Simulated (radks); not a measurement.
Values are calculated unless marked as measured or tabulated.
Q: The rhodium ion Rh6+ is in [Kr] 4d(3/2: 3, 5/2: 0). Code: a radial shooting solver on a logarithmic mesh with Libxc functionals. Model: Dirac Kohn-Sham, relativistic LDA (MacDonald-Vosko exchange, VWN5 correlation), spin-unpolarised, spherical densities, finite nucleus; Fermi nuclear charge, rms radius of each element as measured or else 0.836 A^(1/3) + 0.57 fm. Sub-shells are occupied by j as written (lower j first in brackets). One electron is removed from 4s1/2, 4d3/2, 4p3/2, 4p1/2 in turn, with full relaxation. Which removal costs least, and what does each cost?

A: 4d3/2 97.494 eV; 4p3/2 146.55 eV; 4p1/2 151.13 eV; 4s1/2 181.83 eV. The 4d3/2 electron leaves first.
